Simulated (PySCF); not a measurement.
Computed IR spectrum (relative IR intensity) of a molecule C₃H₅BF₂. Geometry optimised at B3LYP-D3(BJ)/def2-SVP. Other conformers were not sampled. Calculation: B3LYP-D3(BJ)/def2-SVP (PySCF). Frequencies are harmonic and unscaled.

ν (cm⁻¹): 499 (w), 641 (w), 762 (w), 990 (w), 1012 (vw), 1190 (s), 1381 (s), 1397 (vs), 1419 (m), 1432 (s), 1452 (vw), 1467 (m), 1693 (w), 3023 (w), 3090 (w), 3118 (w), 3123 (w), 3223 (vw) (against the strongest line: vs over 80 %, s over 45 %, m over 15 %, w over 4 %, vw less)

Question: Identify the compound among the candidates.
(A) FB1CC(F)C1
(B) C=C(C)B(F)F
(C) C=CB(F)CF
(D) C=CCB(F)F

Answer: B, C=C(C)B(F)F
